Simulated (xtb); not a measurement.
xtb input for NbOCl2, SMILES [O]=[Nb+]([Cl])[Cl], charge +1, multiplicity 1, GFN2-xTB. 

```
$ xtb mol.xyz --gfn 2 --sp --chrg 1 --uhf 0 --json
$ cat mol.xyz
4

Nb    -0.33798427     0.42380159    -0.00000000
O      0.92924815     1.54585100    -0.00000001
Cl     0.18892264    -0.87478450     1.70745502
Cl     0.18892264    -0.87478450    -1.70745502
```

Log of the run:

```
[banner left out]
          |                Calculation Setup                |
           -------------------------------------------------



           -------------------------------------------------
          |                 G F N 2 - x T B                 |
           -------------------------------------------------

        Reference                      10.1021/acs.jctc.8b01176
      * Hamiltonian:
        H0-scaling (s, p, d)           1.850000    2.230000    2.230000
        zeta-weighting                 0.500000
      * Dispersion:
        s8                             2.700000
        a1                             0.520000
        a2                             5.000000
        s9                             5.000000
      * Repulsion:
        kExp                           1.500000    1.000000
        rExp                           1.000000
      * Coulomb:
        alpha                          2.000000
        third order                    shell-resolved
        anisotropic                    true
        a3                             3.000000
        a5                             4.000000
        cn-shift                       1.200000
        cn-exp                         4.000000
        max-rad                        5.000000


          ...................................................
          :                      SETUP                      :
          :.................................................:
          :  # basis functions                  34          :
          :  # atomic orbitals                  31          :
          :  # shells                           11          :
          :  # electrons                        24          :
          :  max. iterations                   250          :
          :  Hamiltonian                  GFN2-xTB          :
          :  restarted?                      false          :
          :  GBSA solvation                  false          :
          :  PC potential                    false          :
          :  electronic temp.          300.0000000     K    :
          :  accuracy                    1.0000000          :
          :  -> integral cutoff          0.2500000E+02      :
          :  -> integral neglect         0.1000000E-07      :
          :  -> SCF convergence          0.1000000E-05 Eh   :
          :  -> wf. convergence          0.1000000E-03 e    :
          :  Broyden damping             0.4000000          :
          :  net charge                          1          :
          :  unpaired electrons                  0          :
          ...................................................

 iter      E             dE          RMSdq      gap      omega  full diag
   1     17.8525365  0.178525E+02  0.620E+01    0.98       0.0  T
   2     -4.8148818 -0.226674E+02  0.398E+01    8.59       1.0  T
   3     -7.4706170 -0.265574E+01  0.290E+01    8.64       1.0  T
   4    -13.5709040 -0.610029E+01  0.201E+01    0.46       1.0  T
   5    -14.3495682 -0.778664E+00  0.233E+01    0.94       1.0  T
   6     -7.9520211  0.639755E+01  0.290E+01    0.49       1.0  T
   7    -13.0057787 -0.505376E+01  0.256E+01    3.80       1.0  T
   8    -14.0790333 -0.107325E+01  0.262E+01    2.34       1.0  T
   9    -11.5128913  0.256614E+01  0.219E+01    6.52       1.0  T
  10    -14.0138047 -0.250091E+01  0.176E+01    2.95       1.0  T
  11    -14.3509744 -0.337170E+00  0.179E+01    2.33       1.0  T
  12    -14.4164788 -0.655044E-01  0.175E+01    2.16       1.0  T
  13    -12.5032372  0.191324E+01  0.242E+01    0.39       1.0  T
  14     -6.7816903  0.572155E+01  0.403E+01    0.19       1.0  T
  15     -5.4773023  0.130439E+01  0.419E+01    0.33       1.0  T
  16     -6.1272822 -0.649980E+00  0.405E+01    0.24       1.0  T
  17     -6.5215027 -0.394221E+00  0.398E+01    0.20       1.0  T
  18     -4.8616633  0.165984E+01  0.385E+01    0.29       1.0  T
  19     -5.1391096 -0.277446E+00  0.380E+01    0.26       1.0  T
  20     -8.2729541 -0.313384E+01  0.287E+01    0.01       1.0  T
  21     -5.9102224  0.236273E+01  0.365E+01    0.17       1.0  T
  22    -10.4613112 -0.455109E+01  0.247E+01    0.17       1.0  T
  23    -13.2431384 -0.278183E+01  0.194E+01    0.71       1.0  T
  24    -14.6157425 -0.137260E+01  0.169E+01    1.82       1.0  T
  25    -14.6096510  0.609152E-02  0.159E+01    1.77       1.0  T
  26    -14.5989815  0.106696E-01  0.155E+01    1.72       1.0  T
  27    -14.5976252  0.135625E-02  0.151E+01    1.71       1.0  T
  28    -14.3102214  0.287404E+00  0.131E+01    1.24       1.0  T
  29    -14.3041730  0.604840E-02  0.130E+01    1.23       1.0  T
  30    -14.3958707 -0.916977E-01  0.133E+01    1.33       1.0  T
  31    -14.5032458 -0.107375E+00  0.136E+01    1.48       1.0  T
  32    -14.6256912 -0.122445E+00  0.146E+01    1.95       1.0  T
  33    -14.6221161  0.357513E-02  0.139E+01    2.03       1.0  T
  34    -14.6226971 -0.581066E-03  0.127E+01    1.90       1.0  T
[...]
  69    -14.6281725 -0.412281E-06  0.582E-03    1.87       8.6  T
  70    -14.6281727 -0.176725E-06  0.180E-03    1.87      27.8  T
  71    -14.6281727 -0.883762E-09  0.107E-03    1.87      46.7  T
  72    -14.6281727 -0.266949E-09  0.490E-04    1.87     102.0  T
  73    -14.6281727 -0.727294E-09  0.267E-04    1.87     187.0  T

   *** convergence criteria satisfied after 73 iterations ***

         #    Occupation            Energy/Eh            Energy/eV
      -------------------------------------------------------------
         1        2.0000           -1.3306264             -36.2082
       ...           ...                  ...                  ...
         6        2.0000           -0.7324790             -19.9318
         7        2.0000           -0.7218025             -19.6412
         8        2.0000           -0.7128118             -19.3966
         9        2.0000           -0.7107046             -19.3393
        10        2.0000           -0.6981571             -18.9978
        11        2.0000           -0.6950168             -18.9124
        12        2.0000           -0.6874576             -18.7067 (HOMO)
        13                         -0.6188967             -16.8410 (LUMO)
        14                         -0.5760198             -15.6743
        15                         -0.5592718             -15.2186
        16                         -0.5012203             -13.6389
        17                         -0.5004155             -13.6170
       ...                                ...                  ...
        31                          0.4737036              12.8901
      -------------------------------------------------------------
                  HL-Gap            0.0685609 Eh            1.8656 eV
             Fermi-level           -0.6531771 Eh          -17.7739 eV

 SCC (total)                   0 d,  0 h,  0 min,  0.024 sec
 SCC setup                      ...        0 min,  0.000 sec (  0.993%)
 Dispersion                     ...        0 min,  0.000 sec (  0.261%)
 classical contributions        ...        0 min,  0.000 sec (  0.119%)
 integral evaluation            ...        0 min,  0.001 sec (  5.164%)
 iterations                     ...        0 min,  0.020 sec ( 84.690%)
 molecular gradient             ...        0 min,  0.002 sec (  7.569%)
 printout                       ...        0 min,  0.000 sec (  1.085%)

         :::::::::::::::::::::::::::::::::::::::::::::::::::::
         ::                     SUMMARY                     ::
         :::::::::::::::::::::::::::::::::::::::::::::::::::::
         :: total energy             -14.594285221745 Eh    ::
         :: gradient norm              0.000386617896 Eh/a0 ::
         :: HOMO-LUMO gap              1.865637436679 eV    ::
         ::.................................................::
         :: SCC energy               -14.628172195856 Eh    ::
         :: -> isotropic ES            0.135193034650 Eh    ::
         :: -> anisotropic ES         -0.004896810972 Eh    ::
         :: -> anisotropic XC         -0.014655763736 Eh    ::
         :: -> dispersion             -0.003394948493 Eh    ::
         :: repulsion energy           0.033886974111 Eh    ::
         :: add. restraining           0.000000000000 Eh    ::
         :: total charge               1.000000000000 e     ::
         :::::::::::::::::::::::::::::::::::::::::::::::::::::

           -------------------------------------------------
          |                Property Printout                |
           -------------------------------------------------

    * Orbital Energies and Occupations

         #    Occupation            Energy/Eh            Energy/eV
      -------------------------------------------------------------
         1        2.0000           -1.3306264             -36.2082
         2        2.0000           -1.3260444             -36.0835
         3        2.0000           -0.9429842             -25.6599
         4        2.0000           -0.7901345             -21.5007
         5        2.0000           -0.7361891             -20.0327
         6        2.0000           -0.7324790             -19.9318
         7        2.0000           -0.7218025             -19.6412
         8        2.0000           -0.7128118             -19.3966
         9        2.0000           -0.7107046             -19.3393
        10        2.0000           -0.6981571             -18.9978
        11        2.0000           -0.6950168             -18.9124
        12        2.0000           -0.6874576             -18.7067 (HOMO)
        13                         -0.6188967             -16.8410 (LUMO)
        14                         -0.5760198             -15.6743
Note: The following floating-point exceptions are signalling: IEEE_UNDERFLOW_FLAG IEEE_DENORMAL
normal termination of xtb
        15                         -0.5592718             -15.2186
        16                         -0.5012203             -13.6389
        17                         -0.5004155             -13.6170
        18                         -0.4240723             -11.5396
        19                         -0.2434852              -6.6256
        20                         -0.2422068              -6.5908
        21                         -0.2418046              -6.5798
        22                         -0.2412121              -6.5637
        23                         -0.2410558              -6.5595
       ...                                ...                  ...
        31                          0.4737036              12.8901
      -------------------------------------------------------------
                  HL-Gap            0.0685609 Eh            1.8656 eV
             Fermi-level           -0.6531771 Eh          -17.7739 eV

     #   Z          covCN         q      C6AA      α(0)
     1  41 Nb       2.270     0.384   406.232    42.541
     2   8 O        0.734    -0.094    16.456     5.436
     3  17 Cl       0.769     0.355    89.038    14.434
     4  17 Cl       0.769     0.355    89.038    14.434

 Mol. C6AA /au·bohr⁶  :       1814.516349
 Mol. C8AA /au·bohr⁸  :     134247.142970
 Mol. α(0) /au        :         76.845515


Wiberg/Mayer (AO) data.
largest (>0.10) Wiberg bond orders for each atom

 ---------------------------------------------------------------------------
     #   Z sym  total        # sym  WBO       # sym  WBO       # sym  WBO
 ---------------------------------------------------------------------------
     1  41 Nb   6.265 --     2 O    2.542     4 Cl   1.861     3 Cl   1.861
     2   8 O    2.780 --     1 Nb   2.542     3 Cl   0.119     4 Cl   0.119
     3  17 Cl   2.135 --     1 Nb   1.861     4 Cl   0.155     2 O    0.119
     4  17 Cl   2.135 --     1 Nb   1.861     3 Cl   0.155     2 O    0.119
 ---------------------------------------------------------------------------

Topologies differ in total number of bonds
Writing topology from bond orders to xtbtopo.mol

molecular dipole:
                 x           y           z       tot (Debye)
 q only:       -0.156      -1.138      -0.000
   full:       -1.841      -1.466       0.000       5.982
molecular quadrupole (traceless):
                xx          xy          yy          xz          yz          zz
 q only:       -4.428      -1.642      -2.285       0.000       0.000       6.714
  q+dip:       -3.696      -4.637      -5.203      -0.000      -0.000       8.899
   full:       -2.968      -5.618      -5.731       0.000       0.000       8.699


           -------------------------------------------------
          | TOTAL ENERGY              -14.594285221745 Eh   |
          | GRADIENT NORM               0.000386617896 Eh/α |
          | HOMO-LUMO GAP               1.865637436679 eV   |
           -------------------------------------------------

------------------------------------------------------------------------
------------------------------------------------------------------------
 total:
 SCF:
```

Self-consistency was reached.
